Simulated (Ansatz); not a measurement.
`[F][In]([Cl])[SeH]` + CH₄ → `[CH3][In]([Cl])[SeH]` + H–F at 400 K and 1 bar (formal exchange of groups at the In–F bond).

Computed with Ansatz on PBE0-D4/def2-TZVP structures; ΔE is electronic, products minus reactants. CBS: MP2 limit from def2 TZ/QZ plus the TZ coupled-cluster correction, frozen cores. This one scheme is used for every species. def2 core potentials past Kr. For In, Se outer-core shells are correlated without core-valence functions, which leaves a few kJ/mol of doubt a bond. Scalar relativity is left out up to krypton. Each species was taken in one conformer, which may not be the lowest.

```tsv
species	CCSD(T)/CBS energy (Eh)	H − E (kJ/mol)	S (J/(mol·K))
`[F][In]([Cl])[SeH]`	-3150.81023	58.0	395.7
CH₄	-40.46206	131.3	197.2
`[CH3][In]([Cl])[SeH]`	-3090.85366	152.2	431.5
H–F	-100.39570	36.5	182.2
```

H − E and S are ideal-gas, rigid-rotor, harmonic terms from PBE0-D4/def2-TZVP, for one conformer and one mirror image of each species. 1 Eh = 2625.50 kJ/mol, R = 8.31446 J/(mol·K).

Q: By hand: ΔE, ΔH, ΔS and ΔG.

A: ΔE = (-3090.85366) + (-100.39570) − (-3150.81023) − (-40.46206) = 0.02293 Eh = 60.2 kJ/mol. Δ(H − E) = 152.2 + 36.5 − 58.0 − 131.3 = -0.6, so ΔH = 59.6 kJ/mol. ΔS = 431.5 + 182.2 − 395.7 − 197.2 = 20.8 J/(mol·K). ΔG = 59.6 − 400 × (20.8)/1000 = 51.3 kJ/mol.

Q: By hand: the equilibrium constant, and the temperature at which ΔG would vanish if ΔH and ΔS stayed fixed.

A: log₁₀ K = −ΔG/(RT ln 10) = -6.7. ΔG = 0 at ΔH/ΔS = 2865 K, far beyond where these terms or the molecules hold.

ΔH outweighs TΔS. A doubt of 5 kJ/mol in ΔE shifts log₁₀ K by 0.7 here. Other conformers and mirror images would add mixing entropy, several J/(mol·K) or more a flexible species. Modes under 60 cm⁻¹, often nearly free rotors, make the harmonic entropy too high. These are equilibria of isolated gas molecules and say nothing of rates. Largest T1 diagnostic: 0.013 (customary marks: 0.02 for closed shells, 0.045 for open ones).
